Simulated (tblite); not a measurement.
Species: C₅H₁₅PSi₂.
SMILES with atom numbers: `[CH3:1][CH:2]([CH3:3])[Si@@H:4]1[CH2:5][CH2:6][SiH2:7][PH:8]1` (hydrogens: H9, H10, H11 on C1; H12 on C2; H13, H14, H15 on C3; H16 on Si4; H17, H18 on C5; H19, H20 on C6; H21, H22 on Si7; H23 on P8)

Structure used (GFN2-xTB), in Å, numbered top down from 1:
```
atom  x, y, z in Å
C1    -2.499   -1.073   -0.125
C2    -1.699    0.133    0.348
C3    -2.472    1.422    0.094
Si4    0.008    0.223   -0.500
C5     1.089   -1.325   -0.172
C6     2.566   -0.982   -0.338
Si7    2.996    0.614    0.627
P8     1.189    1.919    0.396
H9    -3.467   -1.111    0.374
H10   -2.674   -1.016   -1.197
H11   -1.970   -1.999    0.085
H12   -1.550    0.042    1.429
H13   -3.420    1.420    0.629
H14   -2.681    1.535   -0.968
H15   -1.892    2.283    0.422
H16   -0.162    0.392   -1.957
H17    0.814   -2.147   -0.834
H18    0.916   -1.672    0.850
H19    3.191   -1.816   -0.015
H20    2.778   -0.825   -1.398
H21    4.207    1.241    0.096
H22    3.154    0.324    2.057
H23    1.571    2.446   -0.822
```

Method: GFN2-xTB as coded in tblite; computed harmonic values from a numerical Hessian at the method's own geometry, unscaled. Against measured fundamentals such values can be off by several per cent, at times by over 20. Modes of hydrogen on phosphorus and silicon can be 10 to 20 % off. One conformer, not necessarily the lowest.

Harmonic wavenumbers (cm⁻¹): 33.5, 42.1, 88.5, 126.2, 192.5, 195.4, 227.7, 250.9, 264.2, 300.1, 361.1, 397.0, 439.9, 471.0, 474.3, 533.2, 576.9, 618.2, 648.0, 650.3, 674.3, 683.2, 712.7, 728.7, 762.7, 771.5, 834.7, 946.3, 949.7, 994.2, 1036.9, 1056.1, 1061.6, 1126.1, 1137.7, 1179.6, 1272.0, 1274.0, 1276.8, 1301.9, 1411.5, 1423.8, 1474.5, 1486.7, 1498.9, 1506.7, 1510.7, 1514.1, 2140.7, 2220.0, 2238.7, 2327.0, 2915.7, 2954.5, 2963.9, 2972.6, 2981.9, 3005.7, 3009.6, 3017.3, 3025.1, 3030.1, 3036.0.

A = 2042, B = 761.2, C = 596.9 MHz; mass 162.045 u (most abundant isotopes); point group C1, symmetry number 1.

Q: What is the zero-point energy?

A: ½Σν̃ = 40169 cm⁻¹ = 480.52 kJ/mol.

Q: Entropy at 298.15 K, 1 bar (ideal gas, RRHO, classical rotation)?

A: Translation 172.31, rotation 126.47, vibration 158.76: S = 457.5 J/(mol K).

Q: And Cp and H(298.15 K) − H(0)?

A: Cp = 201.67 J/(mol K), of which vibrations give 168.42 (their classical limit is 63 R = 523.8); H(298.15 K) − H(0) = 34.82 kJ/mol without the zero-point energy, 24.90 from vibrations.

Q: Which modes carry the vibrational entropy at 298.15 K?

A: 33.5 cm⁻¹: 23.47; 42.1 cm⁻¹: 21.58; 88.5 cm⁻¹: 15.45; 126.2 cm⁻¹: 12.57; 192.5 cm⁻¹: 9.22; 195.4 cm⁻¹: 9.10 J/(mol K); the other 57 give 67.37 together.

Q: Blend soft modes into free rotors: weight 1/[1 + (100 cm⁻¹/ν̃)⁴] for the oscillator and the rest for a rotor with moment μB/(μ + B), μ = h/(8π²ν), B = 10⁻⁴⁴ kg m². What vibrational entropy results?

A: 143.84 J/(mol K) in place of 158.76, which changes −T·S at 298.15 K by +4.45 kJ/mol.

Q: What must be added to the electronic energy to get the Gibbs energy at 298.15 K and 1 bar?

A: ZPE + [H(298.15 K) − H(0)] − T·S = 480.52 + 34.82 − 136.42 = 378.92 kJ/mol.

Hindered rotation and anharmonicity are outside this model. Other conformers, if any are populated, would add a mixing term that is left out. The structure is chiral; the term R ln 2 for an equal mix with its mirror image is left out.

Hardware: one thread of an Arm Neoverse N1, shared host. Cost: 2.3 s. This covers the Hessian and the dipole derivatives.
